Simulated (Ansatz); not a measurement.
H3Si (SMILES [SiH3]), charge 0, multiplicity 2, relaxed at each level with Ansatz (a quantum-chemistry and plane-wave program); harmonic frequencies from differences of analytic forces, average atomic masses, frozen cores. Open shells are unrestricted.

```json
[
 {"level": "HF/def2-TZVPP", "Si1–H2 (Å)": "1.4757", "Si1–H3 (Å)": "1.4757", "Si1–H4 (Å)": "1.4757", "H2–Si1–H3 (°)": "110.7", "H2–Si1–H4 (°)": "110.7", "H3–Si1–H4 (°)": "110.7", "dipole (D)": "0.08"},
 {"level": "PBE/def2-TZVPP", "Si1–H2 (Å)": "1.4951", "Si1–H3 (Å)": "1.4951", "Si1–H4 (Å)": "1.4951", "H2–Si1–H3 (°)": "111.2", "H2–Si1–H4 (°)": "111.2", "H3–Si1–H4 (°)": "111.2", "dipole (D)": "0.03"},
 {"level": "r2SCAN/def2-TZVPP", "Si1–H2 (Å)": "1.4837", "Si1–H3 (Å)": "1.4837", "Si1–H4 (Å)": "1.4837", "H2–Si1–H3 (°)": "111.4", "H2–Si1–H4 (°)": "111.4", "H3–Si1–H4 (°)": "111.4", "dipole (D)": "0.05"},
 {"level": "B3LYP/def2-TZVPP", "Si1–H2 (Å)": "1.4821", "Si1–H3 (Å)": "1.4821", "Si1–H4 (Å)": "1.4821", "H2–Si1–H3 (°)": "111.0", "H2–Si1–H4 (°)": "111.0", "H3–Si1–H4 (°)": "111.0", "dipole (D)": "0.08"},
 {"level": "PBE0/def2-TZVPP", "Si1–H2 (Å)": "1.4857", "Si1–H3 (Å)": "1.4857", "Si1–H4 (Å)": "1.4857", "H2–Si1–H3 (°)": "111.2", "H2–Si1–H4 (°)": "111.2", "H3–Si1–H4 (°)": "111.2", "dipole (D)": "0.03"},
 {"level": "wB97X-V/def2-TZVPP", "Si1–H2 (Å)": "1.4840", "Si1–H3 (Å)": "1.4840", "Si1–H4 (Å)": "1.4840", "H2–Si1–H3 (°)": "111.0", "H2–Si1–H4 (°)": "111.0", "H3–Si1–H4 (°)": "111.0", "dipole (D)": "0.04"},
 {"level": "MP2/cc-pV(T+d)Z", "Si1–H2 (Å)": "1.4750", "Si1–H3 (Å)": "1.4750", "Si1–H4 (Å)": "1.4750", "H2–Si1–H3 (°)": "111.0", "H2–Si1–H4 (°)": "111.0", "H3–Si1–H4 (°)": "111.0", "dipole (D)": "0.05"},
 {"level": "CCSD(T)/cc-pV(D+d)Z", "Si1–H2 (Å)": "1.4869", "Si1–H3 (Å)": "1.4869", "Si1–H4 (Å)": "1.4869", "H2–Si1–H3 (°)": "111.1", "H2–Si1–H4 (°)": "111.1", "H3–Si1–H4 (°)": "111.1", "dipole (D)": "0.13"},
 {"level": "CCSD(T)/cc-pV(T+d)Z", "Si1–H2 (Å)": "1.4810", "Si1–H3 (Å)": "1.4810", "Si1–H4 (Å)": "1.4810", "H2–Si1–H3 (°)": "111.2", "H2–Si1–H4 (°)": "111.2", "H3–Si1–H4 (°)": "111.2", "dipole (D)": "0.04"}
]
```
